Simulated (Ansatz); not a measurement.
Mulliken charges of CH5FNSn, SMILES `C[NH][SnH][F]` radical from r2SCAN/def2-TZVPP in Ansatz (PBE0-D4/def2-TZVP geometry).

```tsv
atom	x (Å)	y (Å)	z (Å)	charge (e)
C1	-0.718	0.778	-0.839	-0.031
N2	0.109	-0.316	-0.382	-0.432
Sn3	0.421	-0.748	1.588	0.781
F4	1.498	-2.342	1.334	-0.505
H5	-0.417	1.077	-1.849	0.062
H6	-1.790	0.549	-0.868	0.067
H7	-0.580	1.649	-0.193	0.045
H8	-0.002	-1.144	-0.956	0.150
H9	1.567	0.451	2.148	-0.137
```

Task: By hand: the dipole of these point charges (1 e Å = 4.8032 D).

Result: Σ q r = (-0.839, 0.655, 0.138) e Å, of length 1.073 e Å = 5.15 D.

Task: How does the dipole of the full density compare? (An estimate is asked.)

Result: The calculation gave: (-0.529, 0.450, -0.204) e Å, 3.48 D; the point charges give 1.48 times that, at 24° from its direction.

Point charges leave out the atoms' own dipoles, such as those of lone pairs, and Mulliken's split depends on the basis, so the two needn't agree.
